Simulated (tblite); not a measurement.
Phosphorus tribromide, PBr3.
SMILES: `BrP(Br)Br`

Calculated harmonic vibrations of the isolated species, GFN2-xTB (tblite), most abundant isotopes, no scaling. Against measured fundamentals such values can be off by several per cent, at times by over 20.

Harmonic wavenumbers (cm⁻¹): 106.7, 106.7, 151.6, 366.6, 367.1, 369.7.

A = 1027, B = 1027, C = 544.6 MHz; mass 267.729 u (most abundant isotopes); point group C3v, symmetry number 3.

**Question.** Zero-point energy?

**Answer.** ½Σν̃ = 734 cm⁻¹ = 8.78 kJ/mol.

**Question.** Give the ideal-gas entropy at 298.15 K and 1 bar in the rigid-rotor, harmonic-oscillator model (classical rotation).

**Answer.** Translation 178.57, rotation 119.33, vibration 52.61: S = 350.5 J/(mol K).

**Question.** And Cp and H(298.15 K) − H(0)?

**Answer.** Cp = 76.79 J/(mol K), of which vibrations give 43.53 (their classical limit is 6 R = 49.9); H(298.15 K) − H(0) = 18.08 kJ/mol without the zero-point energy, 8.17 from vibrations.

**Question.** Which modes carry the vibrational entropy at 298.15 K?

**Answer.** 106.7 cm⁻¹: 13.92; 106.7 cm⁻¹: 13.92; 151.6 cm⁻¹: 11.10; 366.6 cm⁻¹: 4.58; 367.1 cm⁻¹: 4.57; 369.7 cm⁻¹: 4.52 J/(mol K).

**Question.** How do the functions run with temperature in this model?

**Answer.** 
```
T (K)  S (J/(mol K))  Cp (J/(mol K))  H − H(0) (kJ/mol)  G − H(0) (kJ/mol)  ln q(vib)
  150          301.3            65.2               7.37             -37.82       1.25
  250          337.2            74.6              14.43             -69.86       2.48
  400          373.5            79.4              26.05            -123.35       4.08
  600          406.1            81.4              42.17            -201.52       5.77
  900          439.4            82.4              66.76            -328.67       7.67
```

q(vib) and H(0) count from the zero-point level.

**Question.** Blend soft modes into free rotors: weight 1/[1 + (100 cm⁻¹/ν̃)⁴] for the oscillator and the rest for a rotor with moment μB/(μ + B), μ = h/(8π²ν), B = 10⁻⁴⁴ kg m². What vibrational entropy results?

**Answer.** 50.55 J/(mol K) in place of 52.61, which changes −T·S at 298.15 K by +0.62 kJ/mol.

Hindered rotation and anharmonicity are outside this model.
